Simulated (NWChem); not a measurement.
Species: MgHSeI; SMILES [SeH][Mg][I]

```xyz
4

Mg     0.0016     0.5104     0.0000
I      0.0091    -2.0602     0.0000
Se     0.0282     2.9453     0.0000
H     -1.4594     2.9231     0.0000
```
Atoms are numbered in this order, from 1.

Program: NWChem. Coordinates come from a PBE-D3(BJ)/def2-SVP optimisation. def2 effective core potentials on I; no spin-orbit coupling.

Problem. What does the run give for LDA (Slater exchange, VWN5)/def2-SVP? Quantities: highest occupied level (eV); orbital gap (eV); dipole (D).

Solution. 
```
Quantity                     Result
---------------------------  ------
highest occupied level (eV)   -5.98
orbital gap (eV)               3.37
dipole (D)                     0.81
```
